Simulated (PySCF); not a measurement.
VO₃, SMILES [O]=[V](=[O])=[O] (connectivity only; charge and spin as stated), neutral, multiplicity 2. Atoms are numbered in the order given.

```xyz
4

V      0.0370     0.2484     0.0000
O      0.7707    -0.2488     1.3175
O     -1.6476    -0.2167     0.0000
O      0.7707    -0.2488    -1.3175
```
Charge 0, spin multiplicity 2.

The structure is a stationary point at B3LYP-D3(BJ)/def2-SVP. The spin state was assumed, not searched.

Computed with ωB97X/def2-TZVPD run with PySCF.

```
Item                                                                                                             Value
---------------------------------------------------------------------------------------------  -----------------------
total energy                                                                                       -1169.68718 hartree
point group                                                                                                         Cs
α spin, highest occupied and lowest empty level                                                    -11.66 and -1.71 eV
β spin, highest occupied and lowest empty level                                                    -11.51 and -3.31 eV
dipole moment                                                                                                   3.88 D
quadrupole, principal values (traceless, Buckingham form, about the centre of nuclear charge)   -4.84, -4.45, 9.29 D·Å
mean static polarisability                                                                        40.2 bohr³ (5.96 Å³)
polarisability, principal values                                                                25.4, 46.2, 49.1 bohr³
⟨S²⟩                                                                                           0.771 (pure state 0.75)
```
